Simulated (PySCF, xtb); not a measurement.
C₄H₁₀OSi, SMILES CCC(=O)[SiH2]C. Atoms are numbered in the order given.

```xyz
16

C      0.1320    -2.9324     0.0000
C     -0.6840    -1.6551     0.0000
C      0.1485    -0.3933     0.0000
O      1.3607    -0.4259     0.0000
Si    -0.7204     1.3457     0.0000
C      0.6259     2.6417     0.0000
H      0.7846    -2.9805     0.8836
H     -0.5181    -3.8191     0.0000
H      0.7846    -2.9805    -0.8836
H     -1.3597    -1.5967     0.8739
H     -1.3597    -1.5967    -0.8739
H     -1.6040     1.4408     1.2066
H     -1.6040     1.4408    -1.2066
H      1.2637     2.5161    -0.8876
H      0.2146     3.6619     0.0000
H      1.2637     2.5161     0.8876
```
Charge 0, spin multiplicity 1.

Coordinates come from a PBE0-D3(BJ)/def2-SVP optimisation. The geometry has at least one imaginary mode, so it is a saddle point at that level. The structure was generated by enumeration, and PubChem lists no compound with its InChIKey, so it may never have been made. The values are those of a single conformer.

Method: IEF-PCM-M06-2X/def2-SVP (PySCF 2.14.0).

The values are the electrostatic part of the solvation free energy, E(continuum) − E(gas) at the gas-phase geometry, in a cavity of scaled van der Waals radii (PySCF's table); cavitation and dispersion terms are not included. In vacuum the orbital gap is 8.31 eV. The dipole moment in vacuum is 1.70 D.

```csv
solvent,ε,ΔG(elec) (kcal/mol),dipole (D),gap (eV)
water,78.36,-3.7,2.44,8.35
ethanol,24.85,-3.5,2.40,8.34
ethylethanoate,5.99,-2.8,2.23,8.33
```

For comparison, GFN2-xTB/ALPB(water) (xtb, at the GFN2-xTB geometry, all terms of that model) gives -2.6 kcal/mol.
